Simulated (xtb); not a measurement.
C$_{2}$HO, charge -1, singlet, geometry from GFN2-xTB; GFN0-xTB run with xtb.

Here is a job for xtb.
```
$ xtb mol.xyz --gfn 0 --chrg -1 --etemp 1000 --json

# file mol.xyz
4

C      0.01788210    -0.12688834    -1.22755692
C      0.01203885    -0.07902655    -0.00461356
H      0.10093196    -0.67882411    -2.12908504
O     -0.03505720     0.23928919     1.19026348
```

The log (banner, timings and long lists left out):

```
   ID    Z sym.   atoms
    1    6 C      1, 2
    2    1 H      3
    3    8 O      4

           -------------------------------------------------
          |                Calculation Setup                |
           -------------------------------------------------

           -------------------------------------------------
          |                 G F N 0 - x T B                 |
           -------------------------------------------------

          ...................................................
          :                      SETUP                      :
          :.................................................:
          :  # basis functions                  14          :
          :  # atomic orbitals                  14          :
          :  # shells                            8          :
          :  # electrons                        16          :
          :  electronic temp.         1000.0000000     K    :
          :  accuracy                    1.0000000          :
          :  -> integral cutoff          0.2500000E+02      :
          :  -> integral neglect         0.1000000E-07      :
          ...................................................

         :::::::::::::::::::::::::::::::::::::::::::::::::::::
         ::                     SUMMARY                     ::
         :::::::::::::::::::::::::::::::::::::::::::::::::::::
         :: total energy              -9.452039886438 Eh    ::
         :: gradient norm              0.073778166501 Eh/a0 ::
         :: HOMO-LUMO gap              5.478669858476 eV    ::
         ::.................................................::
         :: H0 energy                 -8.401103114918 Eh    ::
         :: repulsion energy           0.142535713030 Eh    ::
         :: electrostat energy        -1.180397638723 Eh    ::
         :: -> Gsolv                   0.000000000000 Eh    ::
         ::    -> Gsasa                0.000000000000 Eh    ::
         ::    -> Gshift               0.000000000000 Eh    ::
         :: dispersion energy         -0.000651201840 Eh    ::
         :: short-range corr.         -0.012423643987 Eh    ::
         :: add. restraining           0.000000000000 Eh    ::
         :: total charge              -1.000000000000 e     ::
         :::::::::::::::::::::::::::::::::::::::::::::::::::::

           -------------------------------------------------
          |                Property Printout                |
[...]
         5        2.0000           -0.4974533             -13.5364
         6        2.0000           -0.4923211             -13.3967
         7        2.0000           -0.4028615             -10.9624
         8        2.0000           -0.3975435             -10.8177 (HOMO)
         9                         -0.1962061              -5.3390 (LUMO)
        10                         -0.1727449              -4.7006
        11                         -0.1144356              -3.1140
        12                          0.0558629               1.5201
        13                          0.3783892              10.2965
        14                          1.1350141              30.8853
      -------------------------------------------------------------
                  HL-Gap            0.2013374 Eh            5.4787 eV
             Fermi-level            0.0000000 Eh            0.0000 eV

     #   Z          covCN         q      C6AA      α(0)
     1   6 C        1.908    -0.639    56.096    12.082
     2   6 C        1.836     0.329    24.240     7.945
     3   1 H        0.927     0.086     1.921     2.167
     4   8 O        0.856    -0.776    30.768     7.443

 Mol. C6AA /au·bohr⁶  :        371.654992
 Mol. C8AA /au·bohr⁸  :       9250.451844
 Mol. α(0) /au        :         29.636797

Wiberg/Mayer (AO) data.
largest (>0.10) Wiberg bond orders for each atom

 ---------------------------------------------------------------------------
     #   Z sym  total        # sym  WBO       # sym  WBO       # sym  WBO
 ---------------------------------------------------------------------------
     1   6 C    3.744 --     2 C    2.407     3 H    0.963     4 O    0.374
     2   6 C    3.931 --     1 C    2.407     4 O    1.517
     3   1 H    0.990 --     1 C    0.963
     4   8 O    1.912 --     2 C    1.517     1 C    0.374
 ---------------------------------------------------------------------------

Topologies differ in total number of bonds
Writing topology from bond orders to xtbtopo.mol

 dipole moment from electron density (au)
     X       Y       Z
   0.0554  -0.3642  -0.0696  total (Debye):    0.953

           -------------------------------------------------
          | TOTAL ENERGY               -9.452039886438 Eh   |
          | GRADIENT NORM               0.073778166501 Eh/α |
          | HOMO-LUMO GAP               5.478669858476 eV   |
           -------------------------------------------------

normal termination of xtb
```
